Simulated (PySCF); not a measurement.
## Oxygen: a sound run and one with changed settings

Sound run: O⁺ [He] 2s2 2p3, O²⁺ [He] 2s2 2p2. Computed with PySCF 2.14 in cc-pVDZ-DK, with the spin-free X2C one-electron Hamiltonian (Gaussian nucleus). The sound run starts from symmetry-adapted Hartree-Fock orbitals and uses a fine grid where one is needed.

Changed run: radial step 0.8 in ln r (0.13 in the sound run). This setting is unsound on purpose.

| species | method | sound run (hartree) | changed run (hartree) | converged |
| --- | --- | --- | --- | --- |
| O⁺ | UHF | -74.40485 | -74.40485 | yes |
| O⁺ | PBE | -74.52821 | -74.56719 | yes |
| O⁺ | r2SCAN | -74.58759 | -74.61377 | yes |
| O²⁺ | UHF | -73.13383 | -73.13383 | yes |
| O²⁺ | PBE | -73.22886 | -73.25130 | yes |
| O²⁺ | r2SCAN | -73.28128 | -73.28574 | yes |

Ionisation energy of O⁺:

| method | sound run (eV) | changed run (eV) |
| --- | --- | --- |
| UHF | 34.586 | 34.586 |
| PBE | 35.357 | 35.807 |
| r2SCAN | 35.546 | 36.138 |

A coarse radial grid mis-integrates the density and the exchange-correlation energy, with errors of either sign; Hartree-Fock needs no grid.

For comparison, NIST gives 35.121 eV between the lowest levels.
